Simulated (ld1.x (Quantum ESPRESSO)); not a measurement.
**Transferability test, ultrasoft potential for carbon**

```json
{
  "Element": "C (Z = 6)",
  "Generator": "ld1.x (Quantum ESPRESSO) 7.5",
  "Type": "ultrasoft",
  "Functional": "PBE",
  "Relativity": "scalar-relativistic",
  "Frozen core": "[He]",
  "Valence charge": "4",
  "Reference configuration": "2s2 2p2",
  "Partial waves": "2s (bound): rcut 0.70, rcutus 0.95 bohr; 2s channel at 3.1 Ry: rcut 0.70, rcutus 0.95 bohr; 2p (bound): rcut 1.95, rcutus 2.60 bohr; 2p channel at 0.5 Ry: rcut 1.95, rcutus 2.60 bohr",
  "Local potential": "all-electron potential smoothed inside 1.55 bohr (lloc = -1)",
  "Core correction": "a·sin(br)/r model core inside 0.80 bohr",
  "Augmentation charge": "built from norm-conserving waves at rcut, not smoothed further"
}
```

Energies are relative to the spin-unpolarised reference configuration 2s2 2p2; without spin polarisation the order of configurations can differ from experiment. The frozen-core shift is the all-electron ΔE with the core orbitals held at their reference shape minus the fully relaxed ΔE.

| valence configuration | charge | ΔE all-electron (eV) | error AE − PS (meV) | frozen-core shift (meV) |
| --- | --- | --- | --- | --- |
| 2s2 2p1 | +1 | 10.862 | -76 | +0.2 |
| 2s2 2p0 | +2 | 35.018 | +274 | +2.9 |
| 2s1 2p3 | 0 | 8.478 | +22 | +0.4 |
| 2s1 2p2 | +1 | 19.615 | -190 | +0.7 |
| 2s2 2p2.3 | -0.3 | -1.158 | -12 | 0.0 |

Task: What are ΔE and the potential's error for 2s1 2p0?

Result: ΔE = 83.212 eV all-electron; the error (AE − PS) is +495 meV.

Task: What are ΔE and the potential's error for 2s2 2p1.5?

Result: ΔE = 3.963 eV all-electron; the error (AE − PS) is -32 meV.

A Bessel basis up to 400 Ry misses an occupied level by 0.04 Ry, so cutoffs and ghosts were not judged.
